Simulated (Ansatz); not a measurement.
System: CdF2 (charge -1, doublet). The spin state was set by rule; other spins were not relaxed. 
Geometry from a B3LYP-D3(BJ)/def2-TZVP (Ansatz, a first-principles code) optimisation:
```
Cd
F 1 2.1160
F 1 2.1160 2 118.95
```
Charge -1, spin multiplicity 2.

Basis-set convergence of Hartree-Fock and MP2 correlation energies (hartree) with Ansatz. Correlated levels leave the core frozen unless marked. UHF or UKS for open shells. Spin-orbit coupling is left out. Frozen are the shells of the preceding noble gas and the d and f shells that filled before the atom's block. In def2 rows, elements after Kr have scalar-relativistic effective core potentials. This anion needs diffuse functions, which these sets lack.

```tsv
basis	functions	E(HF)	E(corr, MP2)
def2-SVP	59	-365.58226	-0.65235
def2-TZVPP	118	___	___
```

Problem. What belongs in the gaps?

Solution. 
- def2-TZVPP, E(HF): -365.88982
- def2-TZVPP, E(corr, MP2): -0.95536
